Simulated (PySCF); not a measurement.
## Correlation energy of Zr (zirconium, neutral)

[Kr] 4d3 5s1, high-spin 5F determinant (an excited configuration). Computed with PySCF 2.14 in x2c-QZVPPall (13s8p7d3f2g, 111 functions), with the spin-free X2C one-electron Hamiltonian (Gaussian nucleus). Frozen: [Ar] 3d10; 12 electrons correlated.

MP2 pair energies summed by pair of shells (mhartree):

```tsv
pair	energy	share (%)
4p-4p	-109.21	37.1
4p-4d	-86.78	29.5
4s-4p	-36.85	12.5
4d-4d	-17.02	5.8
4p-5s	-13.81	4.7
4d-5s	-12.31	4.2
4s-4d	-10.66	3.6
4s-4s	-6.66	2.3
4s-5s	-0.84	0.3
```

Total MP2 correlation energy: -294.14 mhartree.

Same-spin part -100.39 and opposite-spin part -193.76 mhartree; SCS-MP2 scales them by 1/3 and 6/5 to -265.97 mhartree.

This basis was not built for core-valence correlation, so the inner-shell part is incomplete.
